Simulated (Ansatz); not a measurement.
`FCCI` + H₂Te → `FC[TeH]` + `CI` at 400 K and 1 bar (substitution at a C–C bond).

Calculated with Ansatz (gas phase, PBE0-D4/def2-TZVP geometries, no zero-point term in ΔE). CCSD(T)/CBS adds triple-zeta CCSD(T) − MP2 to the extrapolated MP2 energy (def2 sets, frozen cores). Elements past krypton have def2 core potentials. For I, Te outer-core shells are correlated without core-valence functions, which leaves a few kJ/mol of doubt a bond. Each species was taken in one conformer, which may not be the lowest.

```
  species  CCSD(T)/CBS energy (Eh)  H − E (kJ/mol)  S (J/(mol·K))
   `FCCI`               -475.73911           177.3          337.9
     H₂Te               -268.91024            45.0          239.1
`FC[TeH]`               -407.34762           116.2          316.8
     `CI`               -337.29646           111.8          267.3
```

H − E and S are ideal-gas, rigid-rotor, harmonic terms from PBE0-D4/def2-TZVP, for one conformer and one mirror image of each species. 1 Eh = 2625.50 kJ/mol, R = 8.31446 J/(mol·K).

Task: By hand: ΔE, ΔH, ΔS and ΔG.

Result: ΔE = (-407.34762) + (-337.29646) − (-475.73911) − (-268.91024) = 0.00527 Eh = 13.8 kJ/mol. Δ(H − E) = 116.2 + 111.8 − 177.3 − 45.0 = 5.7, so ΔH = 19.5 kJ/mol. ΔS = 316.8 + 267.3 − 337.9 − 239.1 = 7.1 J/(mol·K). ΔG = 19.5 − 400 × (7.1)/1000 = 16.7 kJ/mol.

Task: By hand: the equilibrium constant, and the temperature at which ΔG would vanish if ΔH and ΔS stayed fixed.

Result: log₁₀ K = −ΔG/(RT ln 10) = -2.2. ΔG = 0 at ΔH/ΔS = 2746 K, far beyond where these terms or the molecules hold.

The number of gas molecules stays the same, so ΔS is small and ΔH decides. A doubt of 5 kJ/mol in ΔE shifts log₁₀ K by 0.7 here. Other conformers and mirror images would add mixing entropy, several J/(mol·K) or more a flexible species. These are equilibria of isolated gas molecules and say nothing of rates. Largest T1 diagnostic: 0.011 (customary marks: 0.02 for closed shells, 0.045 for open ones).
